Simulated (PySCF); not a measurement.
Job for PySCF: R-M06-2X/def2-TZVPPD on CH4S (SMILES CS).

```python
from pyscf import gto, dft

mol = gto.M(
    atom='''
    C    -0.29542186    0.84054032    4.20207999
    S    -0.13579779   -0.76544912    3.35361443
    H    -1.20275611    1.35780412    3.89694770
    H    -0.35417361    0.62542928    5.26768413
    H     0.57243080    1.47041200    4.01759533
    H    -0.08294498   -0.27840426    2.09942329
    ''',
    basis='def2-tzvppd',
    charge=0, spin=0, verbose=4, max_memory=1800)
mf = dft.RKS(mol, xc='m062x').density_fit(auxbasis='def2-universal-jkfit')
mf.grids.level = 4
mf.conv_tol = 1e-9
mf.max_cycle = 150
mf.kernel()
mf.dip_moment()
```

It printed:

```
PySCF version 2.14.0

[INPUT] verbose = 4
[INPUT] num. atoms = 6
[INPUT] num. electrons = 26
[INPUT] charge = 0
[INPUT] spin (= nelec alpha-beta = 2S) = 0
[INPUT] symmetry False subgroup None
[INPUT] Mole.unit = angstrom
[INPUT] Symbol           X                Y                Z      unit          X                Y                Z       unit  Magmom
[INPUT]  1 C     -0.295421860000   0.840540320000   4.202079990000 AA   -0.558266406610   1.588391001454   7.940780334615 Bohr   0.0
[INPUT]  2 S     -0.135797790000  -0.765449120000   3.353614430000 AA   -0.256620631421  -1.446489199089   6.337412800089 Bohr   0.0
[INPUT]  3 H     -1.202756110000   1.357804120000   3.896947700000 AA   -2.272879642547   2.565877917606   7.364163874754 Bohr   0.0
[INPUT]  4 H     -0.354173610000   0.625429280000   5.267684130000 AA   -0.669291123449   1.181890049484   9.954480316418 Bohr   0.0
[INPUT]  5 H      0.572430800000   1.470412000000   4.017595330000 AA    1.081737437266   2.778675970274   7.592154853032 Bohr   0.0
[INPUT]  6 H     -0.082944980000  -0.278404260000   2.099423290000 AA   -0.156743295608  -0.526107803312   3.967335037633 Bohr   0.0

nuclear repulsion = 56.1901451863842
number of shells = 58
number of NR pGTOs = 200
number of NR cGTOs = 156
basis = def2-tzvppd
ecp = {}


******** <class 'pyscf.df.df_jk.DFRKS'> ********
method = DFRKS
initial guess = minao
damping factor = 0
level_shift factor = 0
DIIS = <class 'pyscf.scf.diis.CDIIS'>
diis_start_cycle = 1
diis_space = 8
diis_damp = 0
SCF conv_tol = 1e-09
SCF conv_tol_grad = None
SCF max_cycles = 150
direct_scf = False
XC library pyscf.dft.libxc version 7.1.2
    S. Lehtola, C. Steigemann, M. J. T. Oliveira, and M. A. L. Marques,  SoftwareX 7, 1–5 (2018)
XC functionals = m062x
    Y. Zhao and D. G. Truhlar,  Theor. Chem. Acc. 120, 215 (2008)
    Y. Zhao and D. G. Truhlar,  Theor. Chem. Acc. 120, 215 (2008)
radial grids:
    Treutler-Ahlrichs [JCP 102, 346 (1995); DOI:10.1063/1.469408] (M4) radial grids

becke partition: Becke, JCP 88, 2547 (1988); DOI:10.1063/1.454033
pruning grids: <function nwchem_prune>
grids dens level: 4
symmetrized grids: False
atomic radii adjust function: <function treutler_atomic_radii_adjust>
small_rho_cutoff = 0
Set gradient conv threshold to 3.16228e-05
Initial guess from minao.
tot grids = 120136
******** <class 'pyscf.df.df.DF'> ********
auxbasis = def2-universal-jkfit
init E= -438.667879913125
  HOMO = -0.285840613299193  LUMO = -0.0223679323421422  gap/eV = 7.16946
cycle= 1 E= -438.672808716262  delta_E= -0.00493  |g|= 0.192  |ddm|= 1.58
  HOMO = -0.269978061341423  LUMO = 0.0107179779927019  gap/eV = 7.63813
cycle= 2 E= -438.681641358159  delta_E= -0.00883  |g|= 0.114  |ddm|= 0.367
  HOMO = -0.297795098519355  LUMO = 0.0110240296865093  gap/eV = 8.40340
cycle= 3 E= -438.685054702289  delta_E= -0.00341  |g|= 0.0245  |ddm|= 0.138
  HOMO = -0.295449315908442  LUMO = 0.0116289404429993  gap/eV = 8.35602
cycle= 4 E= -438.685176066859  delta_E= -0.000121  |g|= 0.0053  |ddm|= 0.0316
  HOMO = -0.295481503297758  LUMO = 0.0117531154381724  gap/eV = 8.36028
cycle= 5 E= -438.685182068429  delta_E= -6e-06  |g|= 0.00167  |ddm|= 0.00769
  HOMO = -0.295377512726386  LUMO = 0.0117148309151188  gap/eV = 8.35641
cycle= 6 E= -438.685182797425  delta_E= -7.29e-07  |g|= 0.000711  |ddm|= 0.0017
  HOMO = -0.295368207511746  LUMO = 0.0117311101146179  gap/eV = 8.35660
cycle= 7 E= -438.685182923081  delta_E= -1.26e-07  |g|= 0.000134  |ddm|= 0.000761
  HOMO = -0.295381991719569  LUMO = 0.0117288222243765  gap/eV = 8.35691
cycle= 8 E= -438.685182928841  delta_E= -5.76e-09  |g|= 1.53e-05  |ddm|= 0.000174
  HOMO = -0.295383668978978  LUMO = 0.0117294276917694  gap/eV = 8.35697
cycle= 9 E= -438.685182928967  delta_E= -1.26e-10  |g|= 2.02e-06  |ddm|= 3.93e-05
  HOMO = -0.295383521208961  LUMO = 0.0117294322178318  gap/eV = 8.35697
Extra cycle  E= -438.685182928971  delta_E= -3.3e-12  |g|= 8.68e-07  |ddm|= 5.14e-06
converged SCF energy = -438.685182928971
Dipole moment(X, Y, Z, Debye): -0.10123,  1.54376,  0.03656
```

Self-consistency was reached.

Cost: around 19 core-seconds (rough).
